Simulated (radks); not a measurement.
Results of a calculation; reference values are marked as such.
The mean radii <r> (bohr) of the occupied orbitals of an atom or ion are listed with their occupations. Level of theory: scalar-relativistic Kohn-Sham, r2SCAN, spin-polarised, spherical densities, finite nucleus; meta-GGA in the generalised Kohn-Sham scheme; Fermi nuclear charge, rms radius of each element as measured or else 0.836 A^(1/3) + 0.57 fm (a radial shooting solver on a logarithmic mesh with Libxc functionals).

| orbital | occ. | <r> |
|---|---|---|
| 1s down | 1 | 0.03707 |
| 1s up | 1 | 0.03707 |
| 2s up | 1 | 0.1625 |
| 2s down | 1 | 0.1625 |
| 2p up | 3 | 0.1417 |
| 2p down | 3 | 0.1417 |
| 3s up | 1 | 0.4573 |
| 3s down | 1 | 0.4574 |
| 3p up | 3 | 0.4614 |
| 3p down | 3 | 0.4614 |
| 3d up | 5 | 0.4526 |
| 3d down | 5 | 0.4526 |
| 4s up | 1 | 1.220 |
| 4s down | 1 | 1.212 |
| 4p up | 3 | 1.376 |
| 4p down | 3 | 1.363 |
| 5s up | 1 | 3.637 |
| 4d up | 2 | 2.248 |
| 5s down | 1 | 3.961 |

Name the element and its charge. Open shells, if any, are filled with parallel spins first.

Answer. Z = 40, zirconium, charge 0: Zr in [Kr] 4d2 5s2. The 1s radius gives Z: for a bare nucleus <r> = (2 gamma + 1)/(2Z) with gamma = sqrt(1 - (Z/c)^2), 0.03641 bohr for Z = 40, and screening makes it slightly larger (0.03707 here). The occupations add up to 40, and the charge is Z minus that.
